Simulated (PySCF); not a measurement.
**From computed data to an observable: chemical shift, span and skew from a shielding tensor**

CH5N2S, SMILES NC([NH3+])=S, charge +1. Atoms are numbered in the order given.

```xyz
9

N      1.2459    -0.9762     0.0000
C      0.1442    -0.2175     0.0000
N     -1.1181    -1.0978     0.0000
S     -0.0543     1.3856     0.0000
H      1.2562    -1.9920     0.0000
H      2.1472    -0.5037     0.0000
H     -1.9247    -0.4535     0.0000
H     -1.1845    -1.6990     0.8386
H     -1.1845    -1.6990    -0.8386
```
Charge +1, spin multiplicity 1.

The structure is a stationary point at B3LYP-D3(BJ)/def2-SVP. The isomer is the one that the SMILES or the coordinates give; other isomers of the formula were not compared. The values are those of a single conformer.

GIAO shieldings from KT2/pcSseg-1 (PySCF), non-relativistic, no solvent. The symmetric part of the tensor of C2 has the principal values -118.7, 65.6, 159.0 ppm. The same nucleus in TMS has σ = 185.1 ppm at this level (PySCF, at its B3LYP-D3(BJ)/def2-TZVP geometry).

Task: Work out the isotropic shielding, the ¹³C shift against TMS, the span and the skew.

Result: 
σ(iso) = (σ11 + σ22 + σ33)/3 = 35.3 ppm. δ = σ(ref) − σ(iso) = 185.1 − (35.3) = 149.8 ppm.
Span Ω = σ33 − σ11 = 277.7 ppm. Skew κ = 3(σ(iso) − σ22)/Ω = -0.33. Tumbling in solution averages the tensor to δ; in a static solid the shielding alone would spread this spin-1/2 line over Ω.
